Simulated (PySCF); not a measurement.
Computed IR spectrum (relative IR intensity) of a molecule CH₇NOSi. Geometry optimised at B3LYP-D3(BJ)/def2-SVP. The values are those of a single conformer. All values below come from B3LYP-D3(BJ)/def2-SVP in PySCF. Frequencies are harmonic and unscaled.

Lines under 2 % of the strongest are left out, and lines within 2 cm⁻¹ are merged.

ν (cm⁻¹): 167 (w), 239 (w), 306 (w), 432 (vs), 568 (m), 747 (m), 789 (w), 903 (m), 953 (vs), 963 (vs), 1146 (s), 1213 (m), 1475 (vw), 1480 (w), 1548 (m), 2211 (s), 2217 (m), 2973 (m), 3032 (m), 3092 (w), 3568 (w), 3658 (w) (against the strongest line: vs over 80 %, s over 45 %, m over 15 %, w over 4 %, vw less)

Task: Which molecule gave these data?
A) NC[SiH2]O
B) CO[SiH2]N
C) CN[SiH2]O
D) C[Si@H](N)O

Result: B, CO[SiH2]N
